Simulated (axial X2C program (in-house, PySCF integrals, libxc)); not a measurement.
SiTe: from the spin-free to the two-component result

Calculated with an axial X2C code built on PySCF integrals. Spin-free means the one-electron spin-free X2C Hamiltonian; two-component (2c) means X2C with spin–orbit coupling and atomic mean-field two-electron Coulomb and Gaunt terms, so the difference of the two also holds small scalar two-electron terms. Basis: Te dyall-cv3z [11s12p8d4f1g], Si dyall-v3z [8s7p2d1f] (cores contracted in-house); Gaussian nuclei, density fitting, unrestricted open shells. Masses: Te 129.906 u, Si 27.977 u.

Spin-free state: M_S = 0, Λ = 0 (closed shell); fragments Te + Si.

```
 level  Re (Å)  ωe (cm⁻¹)  De (eV)  μ (D)
  PBE0   2.273      495.3    4.592   0.80
    HF   2.257      524.7    2.352   1.43
r2SCAN   2.283      485.0    4.656   0.67
```

Dipoles are positive if Si is the positive end.

Two-component determinant lowest at the distance of the search:

Ω = 0 (closed shell); fragments Te + Si.

```tsv
level	Re (Å)	ωe (cm⁻¹)	De (eV)	μ (D)
PBE0	2.276	491.6	4.344	0.76
HF	2.260	519.6	n/a	1.37
r2SCAN	2.286	482.4	n/a	0.64
```

Task: From the two tables, how do the constants change at the PBE0 level (2c against spin-free)?

Result: At the PBE0 level Re goes up by 0.003 Å and ωe drops by 3.7 cm⁻¹; De is not compared, since the atomic limits differ or miss part of their spin–orbit lowering.

One determinant describes the state; a PBE0 search over occupations chose it and may have missed a lower one. Closed shells are restricted here (equal orbitals for both partners); the stretched side of such a curve lies too high. De is counted from the lowest determinant-based energies of the atoms at the same level, without counterpoise correction. De is not given where an atomic determinant may have missed its ground term or J level, or where the truncated virtual space spoils (T). A 2c atom that is not at its ground J level misses part of its spin–orbit lowering, and De is too large by that part (0.04 eV or less for light atoms). This holds for PBE0. The functionals have no current-density term, which raises determinants with orbital currents, atoms included.
